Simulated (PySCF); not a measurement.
**A ladder of Hamiltonians for As¹⁵⁺ (arsenic, charge +15)**

Occupied: 1s1/2, 2s1/2, 2p1/2, 2p3/2, 3s1/2, 3p1/2, 3p3/2. Hartree-Fock calculated with PySCF 2.14 in an uncontracted even-tempered set (21 s from 0.57 bohr⁻², ratio 2.3; 16 p from 0.68 bohr⁻², ratio 2.3), Gaussian nucleus throughout. NR is non-relativistic, sf-X2C the spin-free one-electron X2C Hamiltonian, X2C adds the bare one-electron spin-orbit term, X2C-SNSO screens it by Boettger's factors, DC is four-component Dirac-Coulomb, and the Gaunt and Breit terms are added at first order (total energies over the DC spinors, levels after relaxing the spinors in that mean field). QED terms are absent. Levels marked empty are virtual spinors of this ion; the basis has s and p functions only, so 3d, which can lie below the n = 4 levels, is absent.

```
Hamiltonian  E (hartree)
         NR   -2125.3877
     sf-X2C   -2150.5179
        X2C   -2150.6332
   X2C-SNSO   -2150.6195
         DC   -2150.9940
   DC+Gaunt   -2149.8407
   DC+Breit   -2149.9473
```

```csv
level (eV),NR,sf-X2C,X2C,X2C-SNSO,DC,DC+Gaunt,DC+Breit
1s1/2,-12288.9,-12462.0,-12461.7,-12461.7,-12468.5,-12450.9,-12452.0
2s1/2,-2052.1,-2092.4,-2092.3,-2092.3,-2093.0,-2091.6,-2091.6
2p1/2,-1885.3,-1894.2,-1921.3,-1919.6,-1919.7,-1917.2,-1917.5
2p3/2,-1885.3,-1894.2,-1881.2,-1882.0,-1882.5,-1880.8,-1881.0
3s1/2,-650.14,-659.36,-659.34,-659.34,-659.46,-659.21,-659.23
3p1/2,-587.56,-590.13,-595.37,-595.04,-595.05,-594.60,-594.66
3p3/2,-587.56,-590.13,-587.60,-587.75,-587.83,-587.53,-587.59
4s1/2 (empty),-278.01,-280.83,-280.82,-280.82,-280.86,-280.78,-280.79
4p1/2 (empty),-257.95,-258.88,-260.36,-260.27,-260.27,-260.14,-260.16
4p3/2 (empty),-257.95,-258.88,-258.17,-258.22,-258.24,-258.15,-258.17
```

Question: How large are the two-electron picture-change error of X2C and the Breit correction in the total energy?

Answer: X2C-1e lies 0.3609 hartree above Dirac-Coulomb; Gaunt adds 1.1534 and the full Breit term 1.0467 hartree.

```
interval (eV)    X2C  X2C-SNSO     DC  DC+Gaunt  DC+Breit
2p3/2 − 2p1/2  40.01     37.54  37.14     36.41     36.42
3p3/2 − 3p1/2  7.769     7.290  7.213     7.068     7.068
4p3/2 − 4p1/2  2.184     2.049  2.029     1.988     1.988
```

Weight of the small component: 1s1/2 0.0143, 2s1/2 0.00284, 2p1/2 0.00280, 2p3/2 0.00275, 3s1/2 0.000847, 3p1/2 0.000804, 3p3/2 0.000792, 4s1/2 0.000321, 4p1/2 0.000305, 4p3/2 0.000302.

Koopmans' value for the highest occupied level at DC+Breit: 587.59 eV, against an ionisation energy of 587.6 ± 1.9 eV (semi-empirical (NIST evaluation); NIST Atomic Spectra Database, ionization energies); the former lacks relaxation, correlation, QED and recoil.

The whole ladder took 250 s of wall time on 1 thread of Neoverse-N1 (shared host), launched as `OMP_NUM_THREADS=1 python relrun2.py TASK.json OUT` (a driver that calls PySCF for each Hamiltonian).

Dirac-Coulomb iterations, started from the X2C spinors:

```
with_ssss True, with_gaunt False, with_breit False
light speed = 137.03599967994
init E= -2148.88075366758
cycle= 1 E= -2150.99397901951  delta_E= -2.11  |g|= 0.311  |ddm|= 0.0319
cycle= 2 E= -2150.9940458407  delta_E= -6.68e-05  |g|= 0.00726  |ddm|= 0.00537
cycle= 3 E= -2150.99404637191  delta_E= -5.31e-07  |g|= 0.000681  |ddm|= 0.000784
cycle= 4 E= -2150.99404637718  delta_E= -5.27e-09  |g|= 4.28e-06  |ddm|= 7.15e-05
```
